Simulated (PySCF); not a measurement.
SMILES c1c(B(O)O)cccc1[SiH3] at its GFN2-xTB optimised geometry (Å):

```
19

O     -3.1596    -1.6152     0.0599
B     -1.8139    -1.7062    -0.0063
O     -1.2685    -2.9540    -0.0767
C     -0.9654    -0.3713     0.0000
C     -1.6097     0.8675     0.0023
C     -0.8880     2.0462     0.0015
C      0.4954     2.0113    -0.0001
C      1.1793     0.7996     0.0000
Si     3.0633     0.7299     0.0244
C      0.4280    -0.3713     0.0000
H     -3.6014    -2.4653     0.0497
H     -0.3151    -2.9963    -0.1257
H     -2.6888     0.8854     0.0037
H     -1.4036     2.9963     0.0018
H      1.0545     2.9370    -0.0026
H      3.5172    -0.3165    -0.8969
H      3.5235     0.4071     1.3793
H      3.6014     2.0273    -0.3870
H      0.9598    -1.3166     0.0007
```

Level of theory: PBE0/def2-SVP (PySCF). Cells within 0.4 Å of a nucleus heavier than hydrogen are left out (blank, or x).

Map of the electron localisation function on the plane z = 0.0 Å:

```
|000000000000000000000000000|
|000000000000000000000000000|
|000000000000000000000000000|
|000000000000000000000000000|
|000000003894001782000000000|
|000000019999006998000100000|
|000000019999209999007984000|
|000000006999448997039999200|
|00000000057x68x770089999300|
|00000254146x67x441179998200|
|000019998598447967601884000|
|000019999xx5005xx94xx021000|
|0000029993682284x94xx021000|
|00000001268x76x865401641000|
|00003530053x85x430148851000|
|000168861897658991026741000|
|000158x75x57129996002320000|
|000048x84x02007997000000000|
|000389862586420383000000000|
|0005898117xx992000000000000|
|0002884038x7996000000000000|
|000001005886575000000000000|
|000000003662000000000000000|
|000000000110000000000000000|
|000000000000000000000000000|
|000000000000000000000000000|
|000000000000000000000000000|
```
Scale: ten equal steps from 0.000 (start of '0') to 1.000 (end of '9'), in the order '0123456789'; x runs from -6.00 to 6.00, y from -6.00 (bottom) to 6.00 (top).
